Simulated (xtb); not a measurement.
xtb input (GFN2-xTB):

```bash
xtb mol.xyz --gfn 2 --sp --chrg 0 --uhf 0
```
mol.xyz:
```
6

P     -0.00000000     0.00000000     0.00000000
H      0.00762312    -0.00624782     1.47869591
H     -0.00762312     0.00624782    -1.47869591
H      1.42511328     0.00614516    -0.00732092
H     -0.71785160     1.23111699     0.00890249
H     -0.70726169    -1.23726215    -0.00158157
```

End of the output:

```
         :::::::::::::::::::::::::::::::::::::::::::::::::::::
         ::                     SUMMARY                     ::
         :::::::::::::::::::::::::::::::::::::::::::::::::::::
         :: total energy              -5.003690363627 Eh    ::
         :: gradient norm              0.022592650525 Eh/a0 ::
         :: HOMO-LUMO gap              4.656208123063 eV    ::
         ::.................................................::
         :: SCC energy                -5.034710897437 Eh    ::
         :: -> isotropic ES           -0.001152874047 Eh    ::
         :: -> anisotropic ES          0.001348770194 Eh    ::
         :: -> anisotropic XC          0.003881483906 Eh    ::
         :: -> dispersion             -0.001487853750 Eh    ::
         :: repulsion energy           0.031020533810 Eh    ::
         :: add. restraining           0.000000000000 Eh    ::
         :: total charge              -0.000000000000 e     ::
         :::::::::::::::::::::::::::::::::::::::::::::::::::::

           -------------------------------------------------
          |                Property Printout                |
           -------------------------------------------------

    * Orbital Energies and Occupations

         #    Occupation            Energy/Eh            Energy/eV
      -------------------------------------------------------------
         1        2.0000           -0.6814663             -18.5436
         2        2.0000           -0.5053618             -13.7516
         3        2.0000           -0.5053618             -13.7516
         4        2.0000           -0.4945884             -13.4584
         5        2.0000           -0.3855270             -10.4907 (HOMO)
         6                         -0.2144145              -5.8345 (LUMO)
         7                         -0.2144145              -5.8345
         8                         -0.0823201              -2.2400
         9                         -0.0823201              -2.2400
        10                          0.0568419               1.5467
        11                          0.1020986               2.7782
        12                          0.6752859              18.3755
        13                          0.6752860              18.3755
        14                          1.8966164              51.6096
      -------------------------------------------------------------
                  HL-Gap            0.1711125 Eh            4.6562 eV
             Fermi-level           -0.2999708 Eh           -8.1626 eV

     #   Z          covCN         q      C6AA      α(0)
Note: The following floating-point exceptions are signalling: IEEE_DENORMAL
normal termination of xtb
     1  15 P        4.864    -0.242   171.477    23.523
     2   1 H        0.969    -0.014     3.307     2.842
     3   1 H        0.969    -0.014     3.307     2.842
     4   1 H        0.975     0.090     1.872     2.138
     5   1 H        0.975     0.090     1.872     2.138
     6   1 H        0.975     0.090     1.872     2.138

 Mol. C6AA /au·bohr⁶  :        432.603224
 Mol. C8AA /au·bohr⁸  :      15430.902746
 Mol. α(0) /au        :         35.620533

Wiberg/Mayer (AO) data.
largest (>0.10) Wiberg bond orders for each atom

 ---------------------------------------------------------------------------
     #   Z sym  total        # sym  WBO       # sym  WBO       # sym  WBO
 ---------------------------------------------------------------------------
     1  15 P    4.496 --     5 H    0.900     6 H    0.900     4 H    0.900
                             3 H    0.898     2 H    0.898
     2   1 H    1.000 --     1 P    0.898
     3   1 H    1.000 --     1 P    0.898
     4   1 H    0.992 --     1 P    0.900
     5   1 H    0.992 --     1 P    0.900
     6   1 H    0.992 --     1 P    0.900
 ---------------------------------------------------------------------------

Topologies differ in total number of bonds
Writing topology from bond orders to xtbtopo.mol

molecular dipole:
                 x           y           z       tot (Debye)
 q only:        0.000       0.000       0.000
   full:        0.000       0.000       0.000       0.000
molecular quadrupole (traceless):
                xx          xy          yy          xz          yz          zz
 q only:        0.601       0.000       0.601      -0.009       0.008      -1.202
  q+dip:        0.805       0.000       0.805      -0.012       0.010      -1.610
   full:        1.708       0.000       1.708      -0.026       0.022      -3.417

           -------------------------------------------------
          | TOTAL ENERGY               -5.003690363627 Eh   |
          | GRADIENT NORM               0.022592650525 Eh/α |
          | HOMO-LUMO GAP               4.656208123063 eV   |
           -------------------------------------------------

------------------------------------------------------------------------
------------------------------------------------------------------------
 total:
 SCF:
```
